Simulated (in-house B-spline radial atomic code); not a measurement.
**Binding energies in Lu⁶⁺**

NIST's tabulated ground configuration is [Kr] 4d10 4f13 5s2 5p4; each binding energy is the energy of the ion with one electron taken from that subshell, relaxed, less that of the parent. Method: Dirac-Hartree-Fock, average of configuration, Fermi nucleus of rms radius 5.37 fm. Calculated with a B-spline radial code for spherical atoms. Energies include first-order Breit, QED and recoil terms.

| subshell | X-ray name | binding energy (eV) | -ε (eV) | relaxation (eV) |
| --- | --- | --- | --- | --- |
| 1s | K | 63410.5 | 63797.3 | 82.6 |
| 2s | L1 | 10977.8 | 11062.8 | 48.1 |
| 3s | M1 | 2599.1 | 2632.4 | 26.0 |
| 3d3/2 | M4 | 1741.1 | 1771.7 | 28.0 |
| 3d5/2 | M5 | 1690.1 | 1719.3 | 27.5 |
| 4s | N1 | 612.1 | 623.0 | 9.3 |
| 4d3/2 | N4 | 306.5 | 314.4 | 7.6 |
| 4d5/2 | N5 | 296.6 | 304.0 | 7.3 |
| 5s | O1 | 148.8 | 150.0 | 0.9 |
| 5p | O2,3 | 114.4 | 115.3 | 0.7 |
| 4f | N6,7 | 102.8 | 108.4 | 5.7 |

Relaxation = -ε minus the binding energy without Breit, QED and recoil terms.

(1) What does it cost to remove both a 4f and a 5s electron?

(2) What does it cost to remove both a 3s and a 3d5/2 electron?

(3) What does it cost to remove both a 4s and a 4f electron?

Answers

(1) 273.05 eV, which is 21.41 eV more than the two single binding energies together.

(2) 4351.9 eV, which is 62.72 eV more than the two single binding energies together.

(3) 743.96 eV, which is 29.08 eV more than the two single binding energies together.
